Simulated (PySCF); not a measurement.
# Orbital levels and atomic charges: Ge25H34

System: Ge25H34 (nanocrystal Ge).

Cartesian coordinates (Å):
```
  1 Ge   -3.343   -0.588   -2.195
  2 Ge   -3.361   -0.690    3.504
  3 Ge   -3.360   -3.505    0.690
  4 Ge   -0.569   -0.733    0.733
  5 Ge   -2.027   -2.075   -0.746
  6 Ge   -4.733   -2.149    2.149
  7 Ge   -6.127   -0.749    0.747
  8 Ge   -0.450    2.124   -2.125
  9 Ge   -1.853    0.761   -3.552
 10 Ge   -3.344    2.194    0.587
 11 Ge   -1.853    3.551   -0.762
 12 Ge   -2.028    0.746    2.074
 13 Ge   -4.804    0.694   -0.695
 14 Ge    2.420   -0.714   -2.060
 15 Ge    2.183   -0.702    3.565
 16 Ge    2.183   -3.564    0.703
 17 Ge    5.062   -0.906    0.908
 18 Ge    3.704   -2.218   -0.614
 19 Ge    0.854   -2.147    2.147
 20 Ge    4.846    2.501   -2.501
 21 Ge    3.668    0.705   -3.572
 22 Ge    2.419    2.061    0.714
 23 Ge    3.668    3.573   -0.705
 24 Ge    3.703    0.616    2.219
 25 Ge    0.921    0.679   -0.678
 26 H    -4.212   -1.480   -3.099
 27 H    -2.454   -1.496    4.419
 28 H    -4.212    0.094    4.489
 29 H    -2.453   -4.420    1.496
 30 H    -4.212   -4.490   -0.094
 31 H    -1.107   -2.962   -1.601
 32 H    -5.641   -3.022    3.021
 33 H    -7.085   -1.557   -0.115
 34 H    -7.085    0.113    1.555
 35 H     0.466    3.002   -3.002
 36 H    -1.022   -0.139   -4.452
 37 H    -2.640    1.590   -4.556
 38 H    -4.213    3.098    1.478
 39 H    -2.641    4.555   -1.591
 40 H    -1.025    4.452    0.139
 41 H    -1.108    1.601    2.961
 42 H    -5.735    1.559   -1.561
 43 H     1.513   -1.608   -2.930
 44 H     2.905   -1.476    4.657
 45 H     1.256    0.196    4.365
 46 H     2.906   -4.656    1.477
 47 H     1.256   -4.365   -0.195
 48 H     5.880   -1.813    1.814
 49 H     6.149   -0.155    0.156
 50 H     4.615   -3.120   -1.458
 51 H    -0.053   -3.027    3.027
 52 H     5.336    3.515   -3.514
 53 H     6.148    1.950   -1.948
 54 H     4.600   -0.104   -4.456
 55 H     2.682    1.274   -4.578
 56 H     1.512    2.930    1.608
 57 H     2.683    4.579   -1.274
 58 H     4.601    4.456    0.104
 59 H     4.614    1.460    3.122
```

Method: PBE/def2-SVP, gas phase, PySCF, fitting set def2-universal-JFIT, grid level 1.

Spin-orbit coupling is left out, which matters for the heavier atoms here.

(1) Give the orbital energies near the gap.

(2) Give the partial charges of the non-hydrogen atoms.

Answers

(1) 
```json
{"orbital": "HOMO-4", "eV": "-6.38"}
{"orbital": "HOMO-3", "eV": "-6.27"}
{"orbital": "HOMO-2", "eV": "-6.02"}
{"orbital": "HOMO-1", "eV": "-6.00"}
{"orbital": "HOMO", "eV": "-5.94"}
{"orbital": "LUMO", "eV": "-1.97"}
{"orbital": "LUMO+1", "eV": "-1.92"}
{"orbital": "LUMO+2", "eV": "-1.87"}
{"orbital": "LUMO+3", "eV": "-1.76"}
```

(2) 
| atom | Mulliken | IAO | Hirshfeld |
| --- | --- | --- | --- |
| Ge1 | 0.02 | 0.03 | 0.07 |
| Ge2 | 0.09 | 0.11 | 0.12 |
| Ge3 | 0.09 | 0.11 | 0.12 |
| Ge4 | -0.16 | -0.03 | 0.01 |
| Ge5 | 0.02 | 0.03 | 0.06 |
| Ge6 | 0.03 | 0.03 | 0.08 |
| Ge7 | 0.07 | 0.11 | 0.12 |
| Ge8 | 0.04 | 0.03 | 0.07 |
| Ge9 | 0.10 | 0.12 | 0.12 |
| Ge10 | 0.02 | 0.03 | 0.07 |
| Ge11 | 0.10 | 0.12 | 0.12 |
| Ge12 | 0.02 | 0.03 | 0.06 |
| Ge13 | 0.00 | 0.03 | 0.06 |
| Ge14 | 0.02 | 0.03 | 0.06 |
| Ge15 | 0.09 | 0.11 | 0.12 |
| Ge16 | 0.09 | 0.11 | 0.12 |
| Ge17 | 0.04 | 0.09 | 0.11 |
| Ge18 | 0.04 | 0.04 | 0.07 |
| Ge19 | 0.04 | 0.03 | 0.07 |
| Ge20 | 0.07 | 0.10 | 0.12 |
| Ge21 | 0.09 | 0.11 | 0.12 |
| Ge22 | 0.02 | 0.03 | 0.06 |
| Ge23 | 0.09 | 0.11 | 0.12 |
| Ge24 | 0.04 | 0.04 | 0.07 |
| Ge25 | -0.15 | -0.03 | 0.00 |
